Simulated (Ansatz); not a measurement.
Species: [Ta(F)2(OH)3] (charge 0, multiplicity 1), formula H$_{3}$F$_{2}$O$_{3}$Ta.

### Question
How many basis functions does frozen-core CCSD(T)/def2-TZVPP // r2SCAN-D4/def2-SVP (Ansatz, a program for electronic structure) use, how many core orbitals are frozen, and how many electrons are correlated?

### Answer
253 basis functions and 5 frozen orbitals, which leaves 48 correlated electrons. Core time is of the order of minutes.
